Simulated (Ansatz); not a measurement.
Consider the atomization: `CC/C(=C/C(C)=O)NC` → 7 C• + 13 H• + N• + O•.

Gas-phase electronic energies from Ansatz, PBE0-D4/def2-TZVP geometries. CCSD(T)/CBS is the MP2 limit (def2-TZVPP, def2-QZVPP) plus CCSD(T) − MP2 in def2-TZVPP, frozen cores. This one scheme is used for every species, atoms too. For atomizations the MP2-based limit and the directly extrapolated one differ by several kJ/mol either way, and by 10 to 25 for some Ge, Se and Sn compounds, so smaller differences from it don't rank the levels. Functionals use def2-TZVPP. B3LYP here is the variant with VWN-RPA as its local correlation; programs differ in this. HSE06 is defined as in plane-wave codes. No spin–orbit coupling; open shells (•) take unrestricted orbitals. Spin–orbit coupling would lower the free atoms: a little for C, O. One conformer a species, not always the lowest.

What is ΔE at CCSD(T)/CBS? (An estimate is asked.)

Ansatz gave: +2187.5 kcal/mol.

What do these levels give: revPBE-D4, r2SCAN-D4, HSE06-D4, CAM-B3LYP-D4, PBE-QIDH, BLYP, r2SCAN, B3LYP, HSE06, HF/def2-TZVPP, MP2/def2-TZVPP, MP2/CBS(def2)? (An estimate is asked.)

Ansatz gave: revPBE-D4 2204.6, r2SCAN-D4 2202.3, HSE06-D4 2216.8, CAM-B3LYP-D4 2206.5, PBE-QIDH 2188.6, BLYP 2173.4, r2SCAN 2198.8, B3LYP 2180.3, HSE06 2207.2, HF/def2-TZVPP 1595.6, MP2/def2-TZVPP 2173.5, MP2/CBS(def2) 2225.4 kcal/mol.

Largest T1 diagnostic among the species: 0.015.

Leaving LDA and LC-ωPBE aside and taking each functional with its dispersion term where it has one, the values, not all of them listed here, spread over 128.1 kcal/mol, from BHLYP-D4 to PBE-D4. LDA lies +283.0 kcal/mol from PBE without D4, its usual overbinding. At CCSD(T), def2-SVP lies −87.4 kcal/mol from the extrapolated value and def2-TZVPP −51.9 kcal/mol: correlation converges slowly with the basis, and small sets miss more of it in the bonded molecule than in its fragments. In def2-TZVPP, CCSD(T) changes the Hartree–Fock value by +540.0 kcal/mol (the triples alone add +35.2 kcal/mol) and MP2 by +577.9 kcal/mol; breaking electron pairs costs correlation energy, which Hartree–Fock lacks.
